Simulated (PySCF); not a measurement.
C3H3 (SMILES [CH]1C=C1), doublet, geometry from GFN2-xTB; B3LYP/STO-3G in PySCF.

The PySCF input:
```python
from pyscf import gto, scf, dft

mol = gto.M(
    atom='''
C     0.01137253    0.00043044    0.89107543
C     0.06264617   -0.66008582   -0.41729858
C     0.04247067    0.66144996   -0.41767946
H    -0.79304238   -0.01164344    1.60888743
H     0.07098274   -1.56700412   -0.97228411
H     0.02312338    1.56788010   -0.97318762
''',
    basis='sto-3g',
    spin=1,
    verbose=4,
)

mf = dft.UKS(mol)
mf.xc = 'b3lyp'
mf.diis = False
mf.max_cycle = 100
mf.kernel()
```

### Question
Write the output that PySCF gives for this input, abridged.

### Answer

```
PySCF version 2.14.0

[INPUT] verbose = 4
[INPUT] num. atoms = 6
[INPUT] num. electrons = 21
[INPUT] charge = 0
[INPUT] spin (= nelec alpha-beta = 2S) = 1
[INPUT] symmetry False subgroup None
[INPUT] Mole.unit = angstrom
[INPUT] Symbol           X                Y                Z      unit          X                Y                Z       unit  Magmom
[...]
nuclear repulsion = 57.9583899899021
number of shells = 12
number of NR pGTOs = 54
number of NR cGTOs = 18
basis = sto-3g
ecp = {}

******** <class 'pyscf.dft.uks.UKS'> ********
method = UKS
initial guess = minao
damping factor = 0
level_shift factor = 0
DIIS disabled
SCF conv_tol = 1e-09
SCF conv_tol_grad = None
SCF max_cycles = 100
direct_scf = True
direct_scf_tol = 1e-13
number electrons alpha = 11  beta = 10
XC library pyscf.dft.libxc version 7.1.2
    S. Lehtola, C. Steigemann, M. J. T. Oliveira, and M. A. L. Marques,  SoftwareX 7, 1–5 (2018)
XC functionals = b3lyp
    P. J. Stephens, F. J. Devlin, C. F. Chabalowski, and M. J. Frisch,  J. Phys. Chem. 98, 11623 (1994)
radial grids:
    Treutler-Ahlrichs [JCP 102, 346 (1995); DOI:10.1063/1.469408] (M4) radial grids

becke partition: Becke, JCP 88, 2547 (1988); DOI:10.1063/1.454033
pruning grids: <function nwchem_prune>
grids dens level: 3
symmetrized grids: False
atomic radii adjust function: <function treutler_atomic_radii_adjust>
small_rho_cutoff = 0
Set gradient conv threshold to 3.16228e-05
tot grids = 71784
init E= -115.017537313901

cycle= 1 E= -114.474159594708  delta_E= 0.543  |g|= 0.153  |ddm|= 2.44
cycle= 2 E= -114.479644278956  delta_E= -0.00548  |g|= 0.162  |ddm|= 0.461
cycle= 3 E= -114.47275185693  delta_E= 0.00689  |g|= 0.194  |ddm|= 0.482
cycle= 4 E= -114.467459331241  delta_E= 0.00529  |g|= 0.211  |ddm|= 0.546
cycle= 5 E= -114.453495541534  delta_E= 0.014  |g|= 0.259  |ddm|= 0.628
cycle= 6 E= -114.445339274308  delta_E= 0.00816  |g|= 0.276  |ddm|= 0.721
cycle= 7 E= -114.418218161405  delta_E= 0.0271  |g|= 0.348  |ddm|= 0.83
cycle= 8 E= -113.922980720277  delta_E= 0.495  |g|= 0.776  |ddm|= 2.04
cycle= 9 E= -113.192555976489  delta_E= 0.73  |g|= 1.24  |ddm|=  2.9
cycle= 10 E= -111.095948365593  delta_E=  2.1  |g|= 1.53  |ddm|= 3.78
cycle= 11 E= -107.602820480024  delta_E= 3.49  |g|= 1.99  |ddm|=  6.3
cycle= 12 E= -106.559731840542  delta_E= 1.04  |g|= 1.86  |ddm|= 8.04
cycle= 13 E= -105.922381002843  delta_E= 0.637  |g|= 1.91  |ddm|=  8.5
cycle= 14 E= -106.020530688218  delta_E= -0.0981  |g|= 1.86  |ddm|=  8.7
cycle= 15 E= -105.688536609701  delta_E= 0.332  |g|=  1.9  |ddm|= 8.76
cycle= 16 E= -105.936127159892  delta_E= -0.248  |g|= 1.86  |ddm|= 8.81
cycle= 17 E= -105.652546051158  delta_E= 0.284  |g|= 1.89  |ddm|= 8.82
cycle= 18 E= -105.922060717979  delta_E= -0.27  |g|= 1.86  |ddm|= 8.83
cycle= 19 E= -105.646593423501  delta_E= 0.275  |g|= 1.89  |ddm|= 8.83
cycle= 20 E= -105.919627902071  delta_E= -0.273  |g|= 1.86  |ddm|= 8.83
cycle= 21 E= -105.645576319088  delta_E= 0.274  |g|= 1.89  |ddm|= 8.83
cycle= 22 E= -105.91918921691  delta_E= -0.274  |g|= 1.86  |ddm|= 8.83
cycle= 23 E= -105.645063239335  delta_E= 0.274  |g|= 1.89  |ddm|= 8.83
cycle= 24 E= -105.918664188451  delta_E= -0.274  |g|= 1.86  |ddm|= 8.83
cycle= 25 E= -105.635936595724  delta_E= 0.283  |g|=  1.9  |ddm|= 8.82
cycle= 26 E= -105.906877429146  delta_E= -0.271  |g|= 1.86  |ddm|= 8.83
cycle= 27 E= -105.518774040705  delta_E= 0.388  |g|= 1.92  |ddm|= 8.71
cycle= 28 E= -105.775438672538  delta_E= -0.257  |g|= 1.87  |ddm|= 8.82
cycle= 29 E= -105.311258459336  delta_E= 0.464  |g|= 1.93  |ddm|= 8.69
cycle= 30 E= -105.615426651802  delta_E= -0.304  |g|= 1.87  |ddm|= 8.84
cycle= 31 E= -105.225727482937  delta_E= 0.39  |g|= 1.92  |ddm|= 8.82
cycle= 32 E= -105.559133846628  delta_E= -0.333  |g|= 1.87  |ddm|= 8.88
cycle= 33 E= -105.20287457315  delta_E= 0.356  |g|= 1.92  |ddm|= 8.88
cycle= 34 E= -105.543278293631  delta_E= -0.34  |g|= 1.87  |ddm|= 8.89
cycle= 35 E= -105.196805830931  delta_E= 0.346  |g|= 1.92  |ddm|= 8.89
[...]
cycle= 47 E= -105.194521905161  delta_E= 0.343  |g|= 1.92  |ddm|=  8.9
cycle= 48 E= -105.537184990317  delta_E= -0.343  |g|= 1.87  |ddm|=  8.9
cycle= 49 E= -105.194521108224  delta_E= 0.343  |g|= 1.92  |ddm|=  8.9
cycle= 50 E= -105.537184390334  delta_E= -0.343  |g|= 1.87  |ddm|=  8.9
cycle= 51 E= -105.194520882986  delta_E= 0.343  |g|= 1.92  |ddm|=  8.9
cycle= 52 E= -105.537184220857  delta_E= -0.343  |g|= 1.87  |ddm|=  8.9
cycle= 53 E= -105.194520819266  delta_E= 0.343  |g|= 1.92  |ddm|=  8.9
cycle= 54 E= -105.537184172939  delta_E= -0.343  |g|= 1.87  |ddm|=  8.9
cycle= 55 E= -105.194520801225  delta_E= 0.343  |g|= 1.92  |ddm|=  8.9
cycle= 56 E= -105.537184159379  delta_E= -0.343  |g|= 1.87  |ddm|=  8.9
cycle= 57 E= -105.194520796114  delta_E= 0.343  |g|= 1.92  |ddm|=  8.9
cycle= 58 E= -105.53718415554  delta_E= -0.343  |g|= 1.87  |ddm|=  8.9
cycle= 59 E= -105.194520794666  delta_E= 0.343  |g|= 1.92  |ddm|=  8.9
cycle= 60 E= -105.537184154452  delta_E= -0.343  |g|= 1.87  |ddm|=  8.9
cycle= 61 E= -105.194520794255  delta_E= 0.343  |g|= 1.92  |ddm|=  8.9
cycle= 62 E= -105.537184154144  delta_E= -0.343  |g|= 1.87  |ddm|=  8.9
cycle= 63 E= -105.194520794139  delta_E= 0.343  |g|= 1.92  |ddm|=  8.9
cycle= 64 E= -105.537184154056  delta_E= -0.343  |g|= 1.87  |ddm|=  8.9
cycle= 65 E= -105.194520794105  delta_E= 0.343  |g|= 1.92  |ddm|=  8.9
cycle= 66 E= -105.537184154032  delta_E= -0.343  |g|= 1.87  |ddm|=  8.9
cycle= 67 E= -105.194520794096  delta_E= 0.343  |g|= 1.92  |ddm|=  8.9
cycle= 68 E= -105.537184154024  delta_E= -0.343  |g|= 1.87  |ddm|=  8.9
cycle= 69 E= -105.194520794094  delta_E= 0.343  |g|= 1.92  |ddm|=  8.9
cycle= 70 E= -105.537184154023  delta_E= -0.343  |g|= 1.87  |ddm|=  8.9
cycle= 71 E= -105.194520794093  delta_E= 0.343  |g|= 1.92  |ddm|=  8.9
cycle= 72 E= -105.537184154022  delta_E= -0.343  |g|= 1.87  |ddm|=  8.9
cycle= 73 E= -105.194520794092  delta_E= 0.343  |g|= 1.92  |ddm|=  8.9
cycle= 74 E= -105.537184154022  delta_E= -0.343  |g|= 1.87  |ddm|=  8.9
cycle= 75 E= -105.194520794092  delta_E= 0.343  |g|= 1.92  |ddm|=  8.9
cycle= 76 E= -105.537184154022  delta_E= -0.343  |g|= 1.87  |ddm|=  8.9
cycle= 77 E= -105.194520794092  delta_E= 0.343  |g|= 1.92  |ddm|=  8.9
cycle= 78 E= -105.537184154022  delta_E= -0.343  |g|= 1.87  |ddm|=  8.9
cycle= 79 E= -105.194520794092  delta_E= 0.343  |g|= 1.92  |ddm|=  8.9
cycle= 80 E= -105.537184154022  delta_E= -0.343  |g|= 1.87  |ddm|=  8.9
cycle= 81 E= -105.194520794092  delta_E= 0.343  |g|= 1.92  |ddm|=  8.9
cycle= 82 E= -105.537184154022  delta_E= -0.343  |g|= 1.87  |ddm|=  8.9
cycle= 83 E= -105.194520794092  delta_E= 0.343  |g|= 1.92  |ddm|=  8.9
cycle= 84 E= -105.537184154022  delta_E= -0.343  |g|= 1.87  |ddm|=  8.9
cycle= 85 E= -105.194520794092  delta_E= 0.343  |g|= 1.92  |ddm|=  8.9
cycle= 86 E= -105.537184154022  delta_E= -0.343  |g|= 1.87  |ddm|=  8.9
cycle= 87 E= -105.194520794092  delta_E= 0.343  |g|= 1.92  |ddm|=  8.9
cycle= 88 E= -105.537184154022  delta_E= -0.343  |g|= 1.87  |ddm|=  8.9
cycle= 89 E= -105.194520794092  delta_E= 0.343  |g|= 1.92  |ddm|=  8.9
cycle= 90 E= -105.537184154022  delta_E= -0.343  |g|= 1.87  |ddm|=  8.9
cycle= 91 E= -105.194520794092  delta_E= 0.343  |g|= 1.92  |ddm|=  8.9
cycle= 92 E= -105.537184154022  delta_E= -0.343  |g|= 1.87  |ddm|=  8.9
cycle= 93 E= -105.194520794092  delta_E= 0.343  |g|= 1.92  |ddm|=  8.9
cycle= 94 E= -105.537184154022  delta_E= -0.343  |g|= 1.87  |ddm|=  8.9
cycle= 95 E= -105.194520794092  delta_E= 0.343  |g|= 1.92  |ddm|=  8.9
cycle= 96 E= -105.537184154022  delta_E= -0.343  |g|= 1.87  |ddm|=  8.9
cycle= 97 E= -105.194520794092  delta_E= 0.343  |g|= 1.92  |ddm|=  8.9
cycle= 98 E= -105.537184154022  delta_E= -0.343  |g|= 1.87  |ddm|=  8.9
cycle= 99 E= -105.194520794092  delta_E= 0.343  |g|= 1.92  |ddm|=  8.9
cycle= 100 E= -105.537184154022  delta_E= -0.343  |g|= 1.87  |ddm|=  8.9
SCF not converged.
SCF energy = -105.537184154022 after 100 cycles  <S^2> = 0.75153933  2S+1 = 2.0015387
```

The run did not converge; its last values are not results.
